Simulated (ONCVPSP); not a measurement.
Which change was made? (Cu, ONCV)

```
Element                 : Cu (Z = 29)
Generator               : ONCVPSP 4.0.1
Type                    : optimised norm-conserving Vanderbilt (ONCV)
Functional              : LDA (Perdew-Wang 92)
Relativity              : scalar-relativistic
Frozen core             : [Ne] 3s2
Valence charge          : 17
Reference configuration : 3p6 3d9 4s2
Partial waves           : 4s: rc 2.30 bohr, ncon 4, nbas 7, qcut 3.3 1/bohr, 2 projectors, debl 2.5 Ha; 3p: rc 0.70 bohr, ncon 5, nbas 8, qcut 12.6 1/bohr, 2 projectors, debl 2.1 Ha; 3d: rc 0.70 bohr, ncon 4, nbas 8, qcut 20.5 1/bohr, local
Local potential         : the d channel
Core correction         : polynomial model core, fcfact 0.6
```

In the p channel the program set the typed energies aside and used -2.836, 0.250 Ha.

Cutoffs, loose and tight: the cutoffs (Ha) at which the residual kinetic energy of the hardest occupied pseudo-wave falls to 1 and 0.1 mHa per electron. They do not see the model core or the augmentation charge, which bear on the density cutoff. Test errors are all-electron minus pseudo excitation energies from the reference, over the configurations 3p6 3d10 4s1; 3p6 3d10 4s0; 3p6 3d9 4s0; 3p6 3d8 4s0; variants that change the core or the reference have their own tests.

The base gives: outcome: generated, projector energies reset by the program; cutoff, loose: 168 Ha; cutoff, tight: 321 Ha; bound ghosts: s; GHOST(+) flags above zero: s; largest test error (meV): -92.

**Question.** After one change the result is: outcome: failed: test_data: rc < rc(lloc) for l = 1. Not allowed.. Which change was it?
A. core [Ne], valence charge 19; reference 3s2 3p6 3d10 4s1; waves now 3s+4s: rc 1.20 bohr, ncon 4, nbas 7, qcut 12.8 1/bohr, 2 projectors; 3p: rc 1.10 bohr, ncon 5, nbas 9, qcut 14.8 1/bohr, 2 projectors, debl 3.5 Ha; 3d: rc 1.00 bohr, ncon 5, nbas 10, qcut 16.9 1/bohr, 2 projectors, debl 3.9 Ha; local potential polynomial inside 0.70 bohr (lpopt 5, dvloc0 4 Ha)
B. p: qcut 10.8
C. d: rc 0.9
D. s: qcut 4

**Answer.** C. The others give: p: qcut 10.8 → outcome: generated, projector energies reset by the program; cutoff, loose: 231 Ha; cutoff, tight: 356 Ha; bound ghosts: s; GHOST(+) flags above zero: s; largest test error (meV): -92 | s: qcut 4 → outcome: generated, projector energies reset by the program; cutoff, loose: 168 Ha; cutoff, tight: 321 Ha; bound ghosts: s; GHOST(+) flags above zero: s; largest test error (meV): -124 | core [Ne], valence charge 19; reference 3s2 3p6 3d10 4s1; waves now 3s+4s: rc 1.20 bohr, ncon 4, nbas 7, qcut 12.8 1/bohr, 2 projectors; 3p: rc 1.10 bohr, ncon 5, nbas 9, qcut 14.8 1/bohr, 2 projectors, debl 3.5 Ha; 3d: rc 1.00 bohr, ncon 5, nbas 10, qcut 16.9 1/bohr, 2 projectors, debl 3.9 Ha; local potential polynomial inside 0.70 bohr (lpopt 5, dvloc0 4 Ha) → outcome: generated; cutoff, loose: 109 Ha; cutoff, tight: 124 Ha; bound ghosts: none; GHOST(+) flags above zero: none; largest test error (meV): -1.6 over the solved tests; 1 of 4 tests not solved or not reliable.
